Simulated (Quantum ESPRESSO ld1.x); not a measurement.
Q: Pd4+, configuration [Kr] 4d5.75 5p0.25 (fractional occupations, a model configuration). All-electron calculation, Dirac Kohn-Sham, relativistic LDA (MacDonald-Vosko exchange, VWN5 correlation), spin-unpolarised, spherical densities, point nucleus; open shells fill j = l - 1/2 first. Program: ld1.x of Quantum ESPRESSO 7.5. Some entries of the table are withheld. Estimate them.

orbital  occ.  eigenvalue (eV)  <1/r> (bohr^-1)  <r^2> (bohr^2)
1s1/2       2       -24079.434            48.07             (1)
2s1/2       2        -3572.593            11.05         0.02263
2p1/2       2        -3323.197            11.04         0.01692
2p3/2       4        -3165.199            10.41         0.01825
3s1/2       2         -694.094            3.852          0.1656
3p1/2       2         -594.948            3.761          0.1610
3p3/2       4         -567.356            3.606          0.1703
3d3/2       4         -390.428              (2)          0.1511
3d5/2       6         -384.896              (3)          0.1540
4s1/2       2         -144.245            1.489          0.9820
4p1/2       2         -112.810            1.378           1.124
4p3/2       4         -108.057            1.330           1.187
4d3/2       4          -59.143            1.069           1.791
4d5/2    1.75          -58.504            1.058           1.823
5p1/2    0.25          -34.714           0.5278           6.880
5p3/2       0          -33.913           0.5156           7.174

A: 
(1) 1s1/2 <r^2> (bohr^2): 0.001381
(2) 3d3/2 <1/r> (bohr^-1): 3.443
(3) 3d5/2 <1/r> (bohr^-1): 3.403
